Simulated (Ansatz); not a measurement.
```yaml
crystal:
  periodic: [false, false, false]
  atoms:
    - {symbol: N, position_ang: [0.955409, 0.985322, 0.741103]}
    - {symbol: Si, position_ang: [0.439671, -0.475506, 0.036028]}
    - {symbol: Cl, position_ang: [1.242885, -0.891560, -1.848326]}
    - {symbol: B, position_ang: [-1.549939, -0.414584, -0.357558]}
    - {symbol: F, position_ang: [-2.139591, 0.764049, -0.478820]}
    - {symbol: H, position_ang: [0.592001, 1.865300, 0.411116]}
    - {symbol: H, position_ang: [1.882625, 1.088713, 1.120887]}
    - {symbol: Xx, position_ang: [0.904665, -1.586744, 0.898794]}
    - {symbol: H, position_ang: [-2.239225, -1.381489, -0.540225]}
basis:
  gaussian: {orbitals: def2-mTZVPP}
hamiltonian: {xc: {name: B97}}
accuracy: high
output: {forces: true}
```

```sh
$ ansatz run in.yaml --threads 4 --pin off --events-out ev --progress --plain --max-ram 10444MiB
```

Output, abridged:

```
Error: YAML parse error: error: line 11 column 16: `Xx` is not an element symbol (H … Og, case-exact)
 9 |     - {symbol: H, position_ang: [0.592001, 1.865300, 0.411116]}
10 |     - {symbol: H, position_ang: [1.882625, 1.088713, 1.120887]}
11 |     - {symbol: Xx, position_ang: [0.904665, -1.586744, 0.898794]}
12 |     - {symbol: H, position_ang: [-2.239225, -1.381489, -0.540225]}
13 | basis:
```

(1) What is wrong with this run?

## Answers

(1) An element symbol is wrong. The input was rejected before any iteration.
